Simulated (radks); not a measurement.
Results of a calculation; reference values are marked as such.
Valence configurations of the arsenic ion As+ (all share [Ar]). Code: a radial shooting solver on a logarithmic mesh with Libxc functionals. Model: Dirac Kohn-Sham, PBE, spin-unpolarised, spherical densities, point nucleus; open shells fill j = l - 1/2 first. Energies are relative to 3d10 4s2 4p2; eigenvalues in eV.

| valence | E (eV) | e(3d3/2) | e(3d5/2) | e(4p1/2) | e(4p3/2) | e(4s1/2) |
|---|---|---|---|---|---|---|
| 3d10 4s2 4p2 | 0.000 | -50.644 | -49.915 | -13.477 | - | -23.245 |
| 3d10 4s1 4p3 | 10.198 | -52.353 | -51.623 | -14.235 | -13.887 | -24.180 |
| 3d10 4p4 | 20.581 | -53.989 | -53.257 | -14.946 | -14.583 | - |
| 3d9.5 4s0.5 4p4 | 35.606 | -58.661 | -57.907 | -15.526 | -15.136 | -25.982 |
| 3d9 4s2 4p3 | 41.402 | -61.929 | -61.155 | -15.425 | -15.022 | -26.072 |
| 3d9 4s1 4p4 | 52.535 | -63.510 | -62.735 | -16.114 | -15.696 | -26.912 |
| 3d9 4p5 | 63.830 | -65.035 | -64.258 | -16.766 | -16.335 | - |
| 3d8.5 4s1.5 4p4 | 71.457 | -68.531 | -67.734 | -16.709 | -16.263 | -27.843 |
| 3d8 4s2 4p4 | 92.454 | -73.717 | -72.897 | -17.311 | -16.836 | -28.775 |
| 3d8 4s1 4p5 | 104.47 | -75.191 | -74.369 | -17.947 | -17.458 | -29.541 |

NIST lists [Ar] 3d10 4s2 4p2 as the ground configuration; this level of theory agrees among the configurations tried. The energies are those of spherical spin-averaged densities, not of single terms.
